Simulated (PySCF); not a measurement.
**Relaxation of quintet IrH₂⁺**

Level of theory: UPBE0/[Ir def2-TZVP with ECP60, H def2-TZVP], scalar-relativistic core potentials, density fitting, no spin–orbit coupling, PySCF. A (50,194) grid was used.

A hand-made bent start, of C2v symmetry, held to at least that symmetry:

```xyz
3
charge 1 multiplicity 5, angstrom
Ir    0.0000    0.0000   -0.0089
H     1.2363    0.0000    0.8567
H    -1.2363    0.0000    0.8567
```

Q: What does it relax to?

A: It ends at C2v with Ir–H 1.666 Å (×2); H–Ir–H 143.2°. A frequency run shows a minimum. Other isomers or separated fragments may lie lower.

Q: How much energy is released, and in how many steps?

A: 99.5 kJ/mol in 7 steps.

Other spin states or occupations of the open shell can lie lower. At this level a triplet minimum of C2v symmetry lies 233 kJ/mol below this structure. No spin–orbit coupling is included, which matters more the heavier the element.
